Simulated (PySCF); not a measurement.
Compound: trans-Sn(PH3)2F4.
Structure used (PBE0-D3(BJ)/def2-SVP), in Å, numbered top down from 1:
```
atom  x, y, z in Å
Sn1   -0.0079   -0.0109    0.0016
P2    -0.0483    0.0071    2.6736
H3     0.3633    1.1855    3.3387
H4     0.8277   -0.9431    3.2454
H5    -1.2478   -0.2831    3.3650
P6     0.0519   -0.0153   -2.6701
H7     1.2605    0.3236   -3.3223
H8    -0.8364    0.9188   -3.2491
H9    -0.3034   -1.1936   -3.3672
F10    1.9340   -0.0212    0.2301
F11   -1.9576    0.0069   -0.1164
F12    0.0248    1.9360   -0.1769
F13   -0.0303   -1.9629    0.0699
```

Method: PBE0-D3(BJ)/def2-SVP geometry optimisation, gas phase, def2 core potentials past Kr (PySCF 2.14.0).

**Question.** Which atoms are bound to Sn1, and at what distances?

**Answer.** 6 atoms: F11 1.953 Å, F13 1.953 Å, F10 1.955 Å, F12 1.955 Å, P6 2.672 Å, P2 2.672 Å. The nearest atom not counted as bound is H4, at 3.48 Å (others tie with it).

**Question.** List the angles at Sn1.

**Answer.** 
```
      angle  degrees  distance of the outer atoms (Å)
  P2–Sn1–P6    179.5                             5.34
F12–Sn1–F13    176.7                             3.91
F10–Sn1–F11    176.7                             3.91
 P6–Sn1–F10     95.4                             3.46
 P2–Sn1–F12     94.9                             3.44
 P2–Sn1–F11     92.6                             3.38
 P6–Sn1–F13     91.9                             3.36
F11–Sn1–F12     90.1                             2.77
F10–Sn1–F13     90.1                             2.77
F11–Sn1–F13     90.0                             2.76
F10–Sn1–F12     90.0                             2.76
 P2–Sn1–F13     88.4                             3.27
 P6–Sn1–F11     87.8                             3.25
 P6–Sn1–F12     84.8                             3.17
 P2–Sn1–F10     84.2                             3.15
```

**Question.** What is the shape at Sn1?

**Answer.** Octahedral: the three widest angles are 179.5°, 176.7° and 176.7°, the others run from 84.2° to 95.4°.

**Question.** What are the other bond lengths?

**Answer.** P2–H3 and 5 like bonds 1.414 Å.

Point group: near C2h, missed by 0.14 Å at most; the miss may be what the optimiser left on a soft mode (C2 holds within 0.08 Å). Charge 0, singlet. No PBE0-D3(BJ)/def2-SVP frequencies stand behind this structure, so it isn't proved a minimum.
